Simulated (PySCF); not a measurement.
CH5S, charge +1, singlet, geometry from GFN2-xTB; CCSD(T)/STO-3G in PySCF.

The PySCF input:
```python
from pyscf import gto, scf, cc

mol = gto.Mole()
mol.atom = '''
    C    -1.13733988   -0.15488493    0.31956678
    S     0.57631004    0.06030404   -0.26311906
    H    -1.76532359    0.54315093   -0.22980945
    H    -1.44558655   -1.16978631    0.07792438
    H    -1.21784394    0.02192839    1.38740599
    H     0.83830333    1.23610769    0.35754640
    H     1.19352933   -0.66695567    0.69943691
'''
mol.basis = 'sto-3g'
mol.charge = 1
mol.verbose = 5
mol.build()

mf = scf.RHF(mol)
mf.kernel()

mycc = cc.CCSD(mf, frozen=7)
mycc.kernel()
et = mycc.ccsd_t()
print('E(CCSD(T)) = %.10f' % (mycc.e_tot + et))
```

It wrote (shortened):

```
PySCF version 2.14.0

[INPUT] verbose = 5
[INPUT] max_memory = 4000
[INPUT] num. atoms = 7
[INPUT] num. electrons = 26
[INPUT] charge = 1
[INPUT] spin (= nelec alpha-beta = 2S) = 0
[INPUT] symmetry False subgroup None
[INPUT] Mole.unit = angstrom
[INPUT] Symbol           X                Y                Z      unit          X                Y                Z       unit  Magmom
[...]
[INPUT] ---------------- BASIS SET ----------------
[INPUT] l, kappa, [nprim/nctr], expnt,             c_1 c_2 ...
[INPUT] C
[...]
                                13.045096         0.53532814
                                3.5305122         0.44463454
[...]
                                0.6834831         0.39951283
                                0.2222899         0.70011547
[...]
                                0.6834831         0.60768372
                                0.2222899         0.39195739
[INPUT] H
[...]
                                0.62391373        0.53532814
                                0.1688554         0.44463454
[INPUT] S
[...]
                                97.1095183        0.5353281423
                                26.28162542       0.4446345422
[...]
                                7.745117521       0.3995128261
                                2.518952599       0.7001154689
[...]
                                0.5661400518      0.2255954336
                                0.2215833792      0.900398426
[...]
                                7.745117521       0.6076837186
                                2.518952599       0.3919573931
[...]
                                0.5661400518      0.5951670053
                                0.2215833792      0.462001012

nuclear repulsion = 64.5811833958327
number of shells = 13
number of NR pGTOs = 57
number of NR cGTOs = 19
basis = sto-3g
ecp = {}

******** <class 'pyscf.scf.hf.RHF'> ********
method = RHF
initial guess = minao
damping factor = 0
level_shift factor = 0
DIIS = <class 'pyscf.scf.diis.CDIIS'>
diis_start_cycle = 1
diis_space = 8
diis_damp = 0
SCF conv_tol = 1e-09
SCF conv_tol_grad = None
SCF max_cycles = 50
direct_scf = True
direct_scf_tol = 1e-13
Set gradient conv threshold to 3.16228e-05
Initial guess from minao.
E1 = -725.6954699627844  E2 = 227.79708946888218  Ecoul = 259.8809853011236  Exc = -32.08389583224141
init E= -433.31719709807
cond(S) = 9.784688036847756
[...]
  mo_energy =
[-90.93933715 -11.10645488  -8.8225106   -6.44422636  -6.44415578
[...]
  -0.77189621  -0.77014898  -0.69432865   0.10175154   0.10497419
   0.18428817   0.4419623    0.45358119   0.48745456]
E1 = -718.6812101296257  E2 = 220.82867189903862  Ecoul = 252.52325665827465  Exc = -31.694584759236022
cycle= 6 E= -433.271354834754  delta_E= -2.57e-08  |g|= 2.65e-05  |ddm|= 0.000585
[...]
  mo_energy =
[-91.27999112 -11.33625448  -9.14899519  -6.78066022  -6.78036741
  -6.77707504  -1.33153662  -1.12706919  -0.87617802  -0.83739394
  -0.77190345  -0.77015677  -0.69433813   0.10175389   0.10496757
   0.18428877   0.44195356   0.45357674   0.48744461]
E1 = -718.6812640743831  E2 = 220.82872584334083  Ecoul = 252.52331438037112  Exc = -31.694588537030285
cycle= 7 E= -433.27135483521  delta_E= -4.55e-10  |g|= 4.28e-06  |ddm|= 7.65e-05
[...]
  mo_energy =
[-91.27998839 -11.33625498  -9.14899303  -6.78065801  -6.78036524
  -6.77707286  -1.33153595  -1.12706942  -0.87617735  -0.83739351
  -0.77190303  -0.77015682  -0.69433762   0.10175466   0.10496809
   0.18428906   0.4419529    0.45357648   0.4874438 ]
E1 = -718.6812645039698  E2 = 220.82872627291692  Ecoul = 252.5233150002751  Exc = -31.694588727358166
Extra cycle  E= -433.27135483522  delta_E= -1.07e-11  |g|= 1.33e-06  |ddm|= 9.21e-06
converged SCF energy = -433.27135483522

******** <class 'pyscf.cc.ccsd.CCSD'> ********
CC2 = 0
CCSD nocc = 6, nmo = 12
frozen orbitals 7
max_cycle = 50
direct = 0
conv_tol = 1e-07
conv_tol_normt = 1e-05
diis_space = 6
diis_start_cycle = 0
diis_start_energy_diff = 1e+09
Init t2, MP2 energy = -433.350699196508  E_corr(MP2) -0.0793443612876419
Init E_corr(CCSD) = -0.0793443612885045
cycle = 1  E_corr(CCSD) = -0.0991371279797402  dE = -0.0197927667  norm(t1,t2) = 0.0444041
cycle = 2  E_corr(CCSD) = -0.105559887984398  dE = -0.00642276  norm(t1,t2) = 0.0164148
cycle = 3  E_corr(CCSD) = -0.109341076091203  dE = -0.00378118811  norm(t1,t2) = 0.00666225
cycle = 4  E_corr(CCSD) = -0.109396091075036  dE = -5.50149838e-05  norm(t1,t2) = 0.000922172
cycle = 5  E_corr(CCSD) = -0.10938078374862  dE = 1.53073264e-05  norm(t1,t2) = 0.000149595
cycle = 6  E_corr(CCSD) = -0.109379982171742  dE = 8.01576878e-07  norm(t1,t2) = 3.3275e-05
cycle = 7  E_corr(CCSD) = -0.109379421781186  dE = 5.60390556e-07  norm(t1,t2) = 8.3803e-06
cycle = 8  E_corr(CCSD) = -0.109379433511346  dE = -1.17301598e-08  norm(t1,t2) = 1.64787e-06
CCSD converged
E(CCSD) = -433.3807342687315  E_corr = -0.1093794335113461
CCSD(T) correction = -0.000489745274310178
E(CCSD(T)) = -433.3812240140
```
